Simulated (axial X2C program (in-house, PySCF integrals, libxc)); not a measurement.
## CrBr along the bond: LDA, 2c

Calculated with an axial X2C code built on PySCF integrals. Two-component (2c) means X2C with spin–orbit coupling and atomic mean-field two-electron Coulomb and Gaunt terms. Basis: Br dyall-cv3z [8s9p6d4f1g], Cr dyall-cv3z [9s10p6d3f2g] (cores contracted in-house); Gaussian nuclei, density fitting, unrestricted open shells. Masses: Br 78.918 u, Cr 51.941 u.

State: Ω = 5/2 (⟨Sz⟩ = 2.50, ⟨Lz⟩ = 0.00 at LDA). Dipoles are positive if Cr is the positive end.

Results along the bond:

```json
{"R (Å)": "2.043", "μ (D)": "3.234", "HOMO (eV)": "-4.48", "LUMO (eV)": "-3.30"}
{"R (Å)": "2.137", "μ (D)": "3.619", "HOMO (eV)": "-4.61", "LUMO (eV)": "-3.49"}
{"R (Å)": "2.207", "μ (D)": "3.912", "HOMO (eV)": "-4.70", "LUMO (eV)": "-3.63"}
{"R (Å)": "2.278", "μ (D)": "4.206", "HOMO (eV)": "-4.78", "LUMO (eV)": "-3.76"}
{"R (Å)": "2.348", "μ (D)": "4.498", "HOMO (eV)": "-4.86", "LUMO (eV)": "-3.89"}
{"R (Å)": "2.430", "μ (D)": "4.834", "HOMO (eV)": "-4.95", "LUMO (eV)": "-4.03"}
{"R (Å)": "2.512", "μ (D)": "5.162", "HOMO (eV)": "-5.03", "LUMO (eV)": "-4.16"}
{"R (Å)": "2.618", "μ (D)": "5.565", "HOMO (eV)": "-5.13", "LUMO (eV)": "-4.31"}
{"R (Å)": "2.747", "μ (D)": "6.025", "HOMO (eV)": "-5.23", "LUMO (eV)": "-4.49"}
{"R (Å)": "2.935", "μ (D)": "6.606", "HOMO (eV)": "-5.34", "LUMO (eV)": "-4.71"}
```

Occupations by symmetry block were frozen at the best pattern of an incomplete PBE0 search. Density functionals use the spin component along the axis (collinear). With several unpaired electrons one determinant need not be a pure state. This is the top spin component of a Σ state; components of lower Ω are not single determinants and can lie lower.
